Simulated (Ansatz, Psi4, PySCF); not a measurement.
bromine (Br2), singlet, geometry from GFN2-xTB, atoms displaced at random by about 0.03 Å a coordinate. Base run: PySCF with HF/def2-SVP, gradient.

Here is a job for PySCF.
```python
from pyscf import gto, scf

mol = gto.M(
    atom='''
Br    0.019742    0.000418   -1.086754
Br   -0.005751    0.005734    1.127958
''',
    basis='def2-svp',
    charge=0,
    spin=0,
    verbose=3,
)

mf = scf.RHF(mol)
mf.kernel()
g = mf.nuc_grad_method()
grad = g.kernel()
```

Programs used: Ansatz (a first-principles code), Psi4, PySCF; a row that names a program was run with it.

The coordinate followed is x of atom 2.

The base run was repeated with changes; each row names its change, and settings that it needs were set with it.

| change | dE/dx (Eh/bohr) | net force (Eh/bohr) |
|---|---|---|
| base | 0.000376 | 0.000000 |
| finite difference step (bohr) = 0.05; conv_tol = 1e-11 | 0.000375 | - |
| finite difference step (bohr) = 1e-3; conv_tol = 1e-11 | 0.000376 | - |
| density fitting = on; auxbasis_response = off | 0.000381 | 0.000000 |
| conv_tol = 1e-4 | 0.000378 | 0.000000 |
| conv_tol = 1e-11 | 0.000376 | 0.000000 |
| density fitting = on | 0.000376 | 0.000000 |
| finite difference step (bohr) = 0.01; conv_tol = 1e-11 | 0.000376 | - |
| code = psi4 | 0.000376 | 0.000000 |
| finite difference step (bohr) = 1e-4; conv_tol = 1e-11 | 0.000376 | - |
| code = ansatz | 0.000376 | 0.000000 |
| finite difference step (bohr) = 0.2; conv_tol = 1e-11 | 0.000362 | - |

The net force is zero for an exact gradient.
